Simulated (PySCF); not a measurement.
H5SbSi. Atoms are numbered in the order given.

```xyz
7

Sb     0.6502     0.0456     0.0000
H      0.7057    -1.1500    -1.2276
H      0.7057    -1.1500     1.2276
Si    -1.9441    -0.0046     0.0000
H     -2.4317     0.7100     1.2039
H     -2.4890    -1.3814     0.0000
H     -2.4317     0.7100    -1.2039
```
Charge 0, spin multiplicity 1.

The structure is a stationary point at B3LYP-D3(BJ)/def2-TZVP. The def2 effective core potentials stand for the cores of Sb; spin–orbit coupling is left out.

Method: TDA-LC-ωPBE/def2-SVPD run with PySCF 2.14.0.

Vertical excitations. Gas-phase values at a fixed geometry. State labels are in the subgroup Cs.

```csv
state,symmetry,energy (eV),λ (nm),f,main pairs
S1,A",5.96,208,0.030,HOMO→LUMO+2 94 %
S2,A',6.27,198,0.191,"HOMO→LUMO 71 %, HOMO→LUMO+1 11 %"
S3,A',6.54,190,0.276,HOMO→LUMO+1 84 %
S4,A',7.44,167,0.092,"HOMO−1→LUMO 42 %, HOMO→LUMO+3 41 %"
S5,A",7.44,167,0.006,"HOMO−1→LUMO+2 52 %, HOMO→LUMO+4 38 %"
S6,A',7.56,164,0.160,"HOMO−1→LUMO 26 %, HOMO→LUMO+3 26 %, HOMO→LUMO+5 17 %, HOMO−1→LUMO+1 10 %"
S7,A",7.67,162,0.084,"HOMO→LUMO+4 46 %, HOMO−1→LUMO+2 20 %, HOMO−2→LUMO 19 %"
S8,A',7.97,156,0.435,HOMO−1→LUMO+1 79 %
S9,A',8.46,147,0.006,"HOMO→LUMO+5 44 %, HOMO→LUMO+7 21 %, HOMO−1→LUMO+3 11 %"
S10,A",8.53,145,0.017,"HOMO−2→LUMO 45 %, HOMO−1→LUMO+4 21 %, HOMO−1→LUMO+2 12 %, HOMO→LUMO+4 8 %"
T1,A',4.75,261,0,HOMO→LUMO 83 %
T2,A",4.94,251,0,HOMO→LUMO+2 88 %
T3,A',5.87,211,0,"HOMO→LUMO+1 60 %, HOMO−1→LUMO 20 %"
T4,A",6.32,196,0,HOMO−1→LUMO+2 71 %
```
Triplets are in the Tamm–Dancoff approximation.
